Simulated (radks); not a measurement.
Values are calculated unless marked as measured or tabulated.
Species: Hf II. Configuration: [Xe] 4f14 5d1 6s1 6p1 (not the ground configuration).

Code: a radial shooting solver on a logarithmic mesh with Libxc functionals. Model: Dirac Kohn-Sham, PBE, spin-unpolarised, spherical densities, point nucleus; open shells fill j = l - 1/2 first.

Energy parts (eV):
| part | energy |
|---|---|
| total | -410818.31 |
| kinetic | 459648.78 |
| electron-nucleus | -1022516.08 |
| Hartree | 160467.69 |
| exchange-correlation | -8418.71 |

Orbitals (lengths in bohr, moments of r in powers of bohr; <r^-3> diverges for s and p1/2):
| orbital | occ. | eigenvalue (eV) | <1/r> | <r^-3> |
|---|---|---|---|---|
| 1s1/2 | 2 | -65211.57 | 83.85 | - |
| 2s1/2 | 2 | -11153.64 | 20.32 | - |
| 2p1/2 | 2 | -10651.97 | 20.28 | - |
| 2p3/2 | 4 | -9460.012 | 17.23 | 14850 |
| 3s1/2 | 2 | -2549.224 | 7.454 | - |
| 3p1/2 | 2 | -2327.055 | 7.367 | - |
| 3p3/2 | 4 | -2071.608 | 6.581 | 3319 |
| 3d3/2 | 4 | -1696.050 | 6.472 | 571.2 |
| 3d5/2 | 6 | -1640.345 | 6.284 | 490.4 |
| 4s1/2 | 2 | -521.8428 | 3.124 | - |
| 4p1/2 | 2 | -430.8551 | 3.013 | - |
| 4p3/2 | 4 | -372.4121 | 2.739 | 759.5 |
| 4d3/2 | 4 | -223.0115 | 2.519 | 113.4 |
| 4d5/2 | 6 | -212.3116 | 2.453 | 95.38 |
| 5s1/2 | 2 | -77.2468 | 1.184 | - |
| 5p1/2 | 2 | -51.4212 | 1.052 | - |
| 5p3/2 | 4 | -43.5479 | 0.9576 | 100.3 |
| 4f5/2 | 6 | -28.1322 | 1.935 | 16.01 |
| 4f7/2 | 8 | -26.3866 | 1.904 | 15.23 |
| 6s1/2 | 1 | -12.4732 | 0.4090 | - |
| 5d3/2 | 1 | -11.8931 | 0.6208 | 6.417 |
| 5d5/2 | 0 | -11.3098 | 0.5997 | 5.219 |
| 6p1/2 | 1 | -7.9711 | 0.3304 | - |
| 6p3/2 | 0 | -7.2382 | 0.3077 | 9.561 |

The highest occupied level is 6p1/2 at -7.971 eV. The configuration is held as typed, so some empty levels lie below it. Summed over all electrons, <r^2> = 61.85 bohr^2, which gives a Langevin (diamagnetic) susceptibility term of -49 x 10^-6 cm^3/mol. The density falls to 0.001 e/bohr^3 at r = 4.79 bohr.
